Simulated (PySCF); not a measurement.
# Potential energy of RbNa along the bond

Set-up: PySCF, spin-free X2C with a Gaussian nucleus, basis sets Rb x2c-TZVPall, Na x2c-TZVPall. Energies in eV from Rb + Na in their ground configurations at the same level. State: ¹Σ⁺ (singlet), closed shell.

All columns are PBE0. A positive dipole means Rb(−)Na(+).

```csv
R (Å),E (eV),μ (D),Mulliken charge on Rb (basis-dependent),HOMO (eV),LUMO (eV),Mayer bond order,⟨S²⟩
3.166,-0.462,-3.22,0.24,-3.25,-1.15,0.99,0.00
3.313,-0.531,-3.31,0.23,-3.22,-1.17,0.98,0.00
3.460,-0.573,-3.41,0.22,-3.18,-1.20,0.98,0.00
3.571,-0.588,-3.49,0.21,-3.16,-1.23,0.97,0.00
3.681,-0.593,-3.56,0.21,-3.13,-1.25,0.97,0.00
3.791,-0.589,-3.64,0.20,-3.11,-1.28,0.97,0.00
3.939,-0.571,-3.75,0.19,-3.08,-1.32,0.97,0.00
4.123,-0.535,-3.88,0.18,-3.04,-1.37,0.97,0.00
4.344,-0.476,-4.02,0.18,-3.00,-1.44,0.97,0.00
4.638,-0.382,-4.21,0.17,-2.96,-1.52,0.97,0.00
```

A fit through these points gives, at Re = 3.681 Å, μ = -3.56 D and dμ/dR = -0.710 D/Å; the reduced mass is 18.09 u.

Q: How strong is the fundamental in the double-harmonic approximation, I = 42.26·(dμ/dR)²/μred km/mol?

A: I = 42.26·(-0.710)²/18.09 = 1.18 km/mol at PBE0.

Closed-shell solutions of metal pairs were not tested for spin polarisation, which can lower them a little.
